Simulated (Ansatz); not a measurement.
Ligand exchange: KH + AlH(SH)2 → KSH + AlH2(SH)

Species: KH, singlet; AlH(SH)2, singlet; KSH `[SH][K]`, singlet; AlH2(SH), singlet. The partners trade H for SH: K–H and Al–SH bonds give way to K–SH and Al–H.

Shapes, held fixed at every level: PBE0-D4/def2-TZVP. Flexible molecules stand in one conformer, not always the lowest. Programs: Ansatz 0.2.0. The zero-point and thermal change to 298 K, harmonic and unscaled (PBE0-D4/def2-TZVP), is +4.3 kJ/mol.

```tsv
level	kind	ΔH(298 K) (kJ/mol)	less CCSD(T)/def2-TZVPP	CPU time (sum over the molecules)
HF/def2-SVP	Hartree–Fock	-74.6	-11.5	–
SPW92/def2-TZVPP	LDA	-45.9	+17.2	8.4 s
B3LYP-D4/def2-TZVPP	global hybrid	-56.9	+6.2	22 s
BHLYP-D4/def2-TZVPP	global hybrid	-63.0	+0.1	15 s
PBE0-D4/def2-TZVPP	global hybrid	-56.0	+7.1	15 s
r2SCAN0-D4/def2-TZVPP	global hybrid	-62.7	+0.4	27 s
MP2/def2-SVP	perturbation theory	-59.2	+3.9	–
CCSD(T)/def2-TZVPP	coupled cluster or CI	-63.1	0.0	58 s
```

The highest level, CCSD(T)/def2-TZVPP, gives ΔH(298 K) = -63.1 kJ/mol; the levels span -74.6 to -45.9. The column of differences is taken from that level and isn't an error. No measured value is set beside it here. Outer-core shells of K are correlated, in sets that cover them unevenly. Times are processor times on shared x86 and Arm servers, and rough.
